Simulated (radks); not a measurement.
Neutral calcium inside a hard spherical wall (all orbitals vanish at R), configuration held at [Ar] 4s2 and not refilled when levels cross. Calculated with a radial shooting solver on a logarithmic mesh with Libxc functionals: non-relativistic Kohn-Sham, r2SCAN, spin-unpolarised, spherical densities, point nucleus; meta-GGA in the generalised Kohn-Sham scheme. Eigenvalues in eV, with the zero of energy where the potential of the charges vanishes at infinity; a dash marks a level that is unbound or too diffuse for the functional's potential to be trusted. A positive occupied level is held by the wall or, in an anion where self-interaction has pushed it up, behind a barrier. The pressure on the wall is -dE/dV.

R (bohr)	E (hartree)	kinetic (hartree)	e(2p)	e(3s)	e(3p)	e(4s)	e(3d, empty)	e(4p, empty)	pressure (GPa)
free	-677.52333	676.858	-338.84	-48.525	-29.000	-3.818	-1.793	-1.329	0
15	-677.52331	676.858	-338.84	-48.523	-28.998	-3.817	-1.791	-1.324	0.000153
12	-677.52301	676.862	-338.81	-48.491	-28.967	-3.795	-1.764	-1.274	0.00525
10	-677.52097	676.878	-338.66	-48.350	-28.827	-3.696	-1.641	-1.082	0.0543
7	-677.48240	677.077	-337.35	-47.113	-27.611	-2.608	-0.555	0.658	1.81
3	-675.00588	684.847	-318.76	-33.347	-13.936	34.457	15.639	45.428	915
2.5	-672.15524	693.417	-304.25	-24.016	-3.913	68.875	27.766	82.082	3300
2	-664.39670	714.782	-274.62	-2.600	19.436	148.35	53.824	162.37	15000
1.5	-639.05495	775.657	-212.51	60.986	86.131	361.56	117.62	367.13	95600
